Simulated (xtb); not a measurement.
BiBr3, charge -1, doublet, geometry from GFN2-xTB (such geometries of metal compounds can be far from the true shape) (a state made from the parent by changing its charge; the spin is typed, not shown lowest). Base run: GFN0-xTB run with xtb 6.7.1.

Geometry (Å):
```xyz
4

Bi     0.0000     0.0000     0.0000
Br    -2.1383    -1.8234     0.0049
Br    -0.5100     2.7635    -0.0058
Br     2.6483    -0.9401     0.0009
```
Charge -1, spin multiplicity 2.
All else is at xtb's defaults.
Base energy -15.05996 Eh.

Variants of this job, named by their change:

```json
[
 {"change": "base", "ΔE vs base (kcal/mol)": "0.000"},
 {"change": "acc = 1000", "ΔE vs base (kcal/mol)": "0.000"},
 {"change": "etemp = 1000", "ΔE vs base (kcal/mol)": "0.000"},
 {"change": "acc = 30", "ΔE vs base (kcal/mol)": "0.000"}
]
```
